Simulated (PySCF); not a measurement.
C6H18Si2, charge +1, doublet, geometry from GFN2-xTB (a state made from the parent by changing its charge; the spin is typed, not shown lowest); DF-PW91/def2-SV(P) run with PySCF.

PySCF was given this input:
```python
from pyscf import gto, scf, dft

mol = gto.M(
    atom='''
C    -1.73694080   -0.74692457   -1.72829278
Si   -1.33539567   -0.22157629    0.04899257
C    -2.00789628    1.47261953    0.57185621
C    -1.46557744   -1.59052092    1.35473849
Si    1.32591254    0.21993936   -0.06371715
C     1.72461407    0.75245252    1.71204185
C     1.45862465    1.58337799   -1.37497967
C     1.99915905   -1.47635468   -0.57876097
H    -1.20605232   -1.64857425   -2.02011783
H    -1.50045032    0.02994374   -2.44977977
H    -2.79996268   -0.95723512   -1.82154815
H    -3.09134913    1.43105111    0.65763559
H    -1.62274273    1.78737040    1.53755677
H    -1.77418179    2.24855082   -0.15156824
H    -2.50730110   -1.86836191    1.49809590
H    -0.93234578   -2.49028070    1.06129439
H    -1.08341044   -1.27411555    2.32109835
H     2.78866784    0.95634355    1.80812366
H     1.19847245    1.65918825    1.99666659
H     1.48032046   -0.01868995    2.43704488
H     1.07929121    1.26259976   -2.34099485
H     0.92399758    2.48405326   -1.08701427
H     2.50057626    1.86134945   -1.51672101
H     1.61318170   -1.79635666   -1.54240907
H     1.76686763   -2.24876455    0.14886246
H     3.08248092   -1.43437143   -0.66603498
''',
    basis='def2-sv(p)',
    charge=1,
    spin=1,
    verbose=4,
)

mf = dft.UKS(mol)
mf.xc = 'pw91,pw91'
mf = mf.density_fit(auxbasis='def2-universal-jkfit')
mf.kernel()
```

Question: Write the output that PySCF gives for this input, abridged.

Answer: 
```
PySCF version 2.14.0

[INPUT] verbose = 4
[INPUT] num. atoms = 26
[INPUT] num. electrons = 81
[INPUT] charge = 1
[INPUT] spin (= nelec alpha-beta = 2S) = 1
[INPUT] symmetry False subgroup None
[INPUT] Mole.unit = angstrom
[INPUT] Symbol           X                Y                Z      unit          X                Y                Z       unit  Magmom
[INPUT]  1 C     -1.736940800000  -0.746924570000  -1.728292780000 AA   -3.282342406583  -1.411482873009  -3.266000017263 Bohr   0.0
[INPUT]  2 Si    -1.335395670000  -0.221576290000   0.048992570000 AA   -2.523532084230  -0.418718503797   0.092582539439 Bohr   0.0
[INPUT]  3 C     -2.007896280000   1.472619530000   0.571856210000 AA   -3.794374055733   2.782847597386   1.080651619532 Bohr   0.0
[INPUT]  4 C     -1.465577440000  -1.590520920000   1.354738490000 AA   -2.769539975941  -3.005648934191   2.560084716507 Bohr   0.0
[INPUT]  5 Si     1.325912540000   0.219939360000  -0.063717150000 AA    2.505611565726   0.415625154412  -0.120407962938 Bohr   0.0
[INPUT]  6 C      1.724614070000   0.752452520000   1.712041850000 AA    3.259048262871   1.421929184539   3.235290210294 Bohr   0.0
[INPUT]  7 C      1.458624650000   1.583377990000  -1.374979670000 AA    2.756401107040   2.992150752764  -2.598335003145 Bohr   0.0
[INPUT]  8 C      1.999159050000  -1.476354680000  -0.578760970000 AA    3.777863083946  -2.789906007920  -1.093699724888 Bohr   0.0
[INPUT]  9 H     -1.206052320000  -1.648574250000  -2.020117830000 AA   -2.279108576696  -3.115353828510  -3.817469438051 Bohr   0.0
[INPUT] 10 H     -1.500450320000   0.029943740000  -2.449779770000 AA   -2.835440168316   0.056585467745  -4.629412830800 Bohr   0.0
[INPUT] 11 H     -2.799962680000  -0.957235120000  -1.821548150000 AA   -5.291162624203  -1.808912213615  -3.442227126208 Bohr   0.0
[INPUT] 12 H     -3.091349130000   1.431051110000   0.657635590000 AA   -5.841803211112   2.704294668155   1.242751154867 Bohr   0.0
[INPUT] 13 H     -1.622742730000   1.787370400000   1.537556770000 AA   -3.066539330329   3.377640539154   2.905561196271 Bohr   0.0
[INPUT] 14 H     -1.774181790000   2.248550820000  -0.151568240000 AA   -3.352717678291   4.249145226966  -0.286422462782 Bohr   0.0
[INPUT] 15 H     -2.507301100000  -1.868361910000   1.498095900000 AA   -4.738112390821  -3.530692311469   2.830990959334 Bohr   0.0
[INPUT] 16 H     -0.932345780000  -2.490280700000   1.061294390000 AA   -1.761878177594  -4.705948496290   2.005555734637 Bohr   0.0
[INPUT] 17 H     -1.083410440000  -1.274115550000   2.321098350000 AA   -2.047349012095  -2.407729440550   4.386240189680 Bohr   0.0
[INPUT] 18 H      2.788667840000   0.956343550000   1.808123660000 AA    5.269818469982   1.807227390494   3.416858516746 Bohr   0.0
[INPUT] 19 H      1.198472450000   1.659188250000   1.996666590000 AA    2.264784698336   3.135411381596   3.773153017169 Bohr   0.0
[INPUT] 20 H      1.480320460000  -0.018689950000   2.437044880000 AA    2.797400245990  -0.035318886782   4.605347376474 Bohr   0.0
[INPUT] 21 H      1.079291210000   1.262599760000  -2.340994850000 AA    2.039564795550   2.385967751342  -4.423839125517 Bohr   0.0
[INPUT] 22 H      0.923997580000   2.484053260000  -1.087014270000 AA    1.746102365961   4.694180340233  -2.054159263794 Bohr   0.0
[INPUT] 23 H      2.500576260000   1.861349450000  -1.516721010000 AA    4.725404284989   3.517440682610  -2.866187316274 Bohr   0.0
[INPUT] 24 H      1.613181700000  -1.796356660000  -1.542409070000 AA    3.048471602160  -3.394622109438  -2.914730714345 Bohr   0.0
[INPUT] 25 H      1.766867630000  -2.248764550000   0.148862460000 AA    3.338895919059  -4.249549118131   0.281309279629 Bohr   0.0
[INPUT] 26 H      3.082480920000  -1.434371430000  -0.666034980000 AA    5.825044722997  -2.710569163601  -1.258623701580 Bohr   0.0

nuclear repulsion = 558.53887260041
number of shells = 88
number of NR pGTOs = 288
number of NR cGTOs = 156
basis = def2-sv(p)
ecp = {}

******** <class 'pyscf.df.df_jk.DFUKS'> ********
method = DFUKS
initial guess = minao
damping factor = 0
level_shift factor = 0
DIIS = <class 'pyscf.scf.diis.CDIIS'>
diis_start_cycle = 1
diis_space = 8
diis_damp = 0
SCF conv_tol = 1e-09
SCF conv_tol_grad = None
SCF max_cycles = 50
direct_scf = False
number electrons alpha = 41  beta = 40
XC library pyscf.dft.libxc version 7.1.2
    S. Lehtola, C. Steigemann, M. J. T. Oliveira, and M. A. L. Marques,  SoftwareX 7, 1–5 (2018)
XC functionals = pw91,pw91
    J. P. Perdew. In P. Ziesche and H. Eschrig, editors, Proceedings of the 75. WE-Heraeus-Seminar and 21st Annual International Symposium on Electronic Structure of Solids, 11. Berlin, 1991. Akademie Verlag.
    J. P. Perdew, J. A. Chevary, S. H. Vosko, K. A. Jackson, M. R. Pederson, D. J. Singh, and C. Fiolhais,  Phys. Rev. B 46, 6671 (1992)
    J. P. Perdew, J. A. Chevary, S. H. Vosko, K. A. Jackson, M. R. Pederson, D. J. Singh, and C. Fiolhais,  Phys. Rev. B 48, 4978 (1993)
    J. P. Perdew. In P. Ziesche and H. Eschrig, editors, Proceedings of the 75. WE-Heraeus-Seminar and 21st Annual International Symposium on Electronic Structure of Solids, 11. Berlin, 1991. Akademie Verlag.
    J. P. Perdew, J. A. Chevary, S. H. Vosko, K. A. Jackson, M. R. Pederson, D. J. Singh, and C. Fiolhais,  Phys. Rev. B 46, 6671 (1992)
    J. P. Perdew, J. A. Chevary, S. H. Vosko, K. A. Jackson, M. R. Pederson, D. J. Singh, and C. Fiolhais,  Phys. Rev. B 48, 4978 (1993)
radial grids:
    Treutler-Ahlrichs [JCP 102, 346 (1995); DOI:10.1063/1.469408] (M4) radial grids

becke partition: Becke, JCP 88, 2547 (1988); DOI:10.1063/1.454033
pruning grids: <function nwchem_prune>
grids dens level: 3
symmetrized grids: False
atomic radii adjust function: <function treutler_atomic_radii_adjust>
small_rho_cutoff = 0
Set gradient conv threshold to 3.16228e-05
tot grids = 299616
init E= -817.722899494502

cycle= 1 E= -817.437253714478  delta_E= 0.286  |g|= 0.657  |ddm|= 3.38
cycle= 2 E= -817.095444104251  delta_E= 0.342  |g|= 0.994  |ddm|= 1.69
cycle= 3 E= -817.669641873704  delta_E= -0.574  |g|= 0.067  |ddm|=  1.1
cycle= 4 E= -817.672559832496  delta_E= -0.00292  |g|= 0.0271  |ddm|= 0.143
cycle= 5 E= -817.673059149106  delta_E= -0.000499  |g|= 0.00431  |ddm|= 0.043
cycle= 6 E= -817.67307187375  delta_E= -1.27e-05  |g|= 0.000417  |ddm|= 0.00731
cycle= 7 E= -817.673072002826  delta_E= -1.29e-07  |g|= 8.04e-05  |ddm|= 0.000806
cycle= 8 E= -817.673072008846  delta_E= -6.02e-09  |g|= 2.79e-05  |ddm|= 0.00016
cycle= 9 E= -817.673072008986  delta_E= -1.4e-10  |g|= 2.65e-05  |ddm|= 5.91e-05
Extra cycle  E= -817.673072007991  delta_E= 9.95e-10  |g|= 4.95e-05  |ddm|= 8.15e-05
converged SCF energy = -817.673072007991  <S^2> = 0.75136393  2S+1 = 2.0013635
```
